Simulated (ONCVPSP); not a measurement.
## titanium: one change to an ONCV potential, before and after

titanium (Ti), optimised norm-conserving Vanderbilt (ONCV), made with ONCVPSP 4.0.1 (BLYP, fully relativistic). Core [Ar], reference 3d2 4s1.5 (charge +0.5). Waves: 4s: rc 2.50 bohr, ncon 4, nbas 7, qcut 2.1 1/bohr, 2 projectors, debl 3.9 Ha; p scattering state at 0.4 Ha: rc 2.70 bohr, ncon 5, nbas 10, qcut 3.7 1/bohr, 2 projectors, debl 1.1 Ha; 3d: rc 1.50 bohr, ncon 5, nbas 10, qcut 9.1 1/bohr, 2 projectors, debl 3.8 Ha. Local part: polynomial inside 1.35 bohr (lpopt 5, dvloc0 -1 Ha). Core correction: polynomial model core, fcfact 0.15.

Open shells are filled in proportion to 2j + 1.

In the p channel the program set the typed energies aside and used 0.050, 1.150 Ha (j = l + 1/2; the other j can differ).

Change: p: debl 1.7. In the p channel the program set the typed energies aside and used 0.050, 1.750 Ha (j = l + 1/2; the other j can differ).

Cutoffs: the cutoffs (Ha) at which the residual kinetic energy of the hardest occupied pseudo-wave falls to 1 and 0.1 mHa per electron; they do not see the model core or the augmentation charge, which bear on the density cutoff. Errors are all-electron minus pseudo energies relative to the spin-unpolarised reference configuration.

Question: What does the change do?

Answer: The potential gets neither clearly harder nor softer (36 Ha and 44 Ha → 36 Ha and 44 Ha); the bound ghost in p disappears; the errors of the 4 common tests hardly move.

```tsv
quantity	base	changed
cutoff, loose	36 Ha	36 Ha
cutoff, tight	44 Ha	44 Ha
bound ghosts	p1/2	none
GHOST(+) flags under 300 eV	s at 9.1 eV, p3/2 at 33.1 eV, p1/2 at 41.8 eV	s at 9.1 eV, p1/2 at 45.2 eV, p3/2 at 45.7 eV
error for 3d2 4s2, meV [ΔE -2.89 eV]	+0.6	+0.6
error for 3d2 4s1, meV [ΔE 4.40 eV]	+1.1	+1.1
error for 3d2 4s0, meV [ΔE 18.12 eV]	+16	+16
error for 3d2.5 4s1.5, meV [ΔE -2.53 eV]	-21	-21
s: phases at 2.54 bohr within 0.05 rad from the reference energy up to (Ha; the scan ends near 5)	0.2	0.2
p3/2: phases at 2.74 bohr within 0.05 rad from the reference energy up to (Ha; the scan ends near 5)	2.2	1.7
p1/2: phases at 2.74 bohr within 0.05 rad from the reference energy up to (Ha; the scan ends near 5)	1.5	1.6
d5/2: phases at 1.53 bohr within 0.05 rad from the reference energy up to (Ha; the scan ends near 5)	to the end of the scan	to the end of the scan
d3/2: phases at 1.53 bohr within 0.05 rad from the reference energy up to (Ha; the scan ends near 5)	to the end of the scan	to the end of the scan
rms error of d²Exc/dni dnj with the model core, mHa	15.06	15.06
```

 A true bound ghost makes a file unfit for plane-wave use even where its test errors are small: the radial tests pick states by their node count and pass the ghost by.
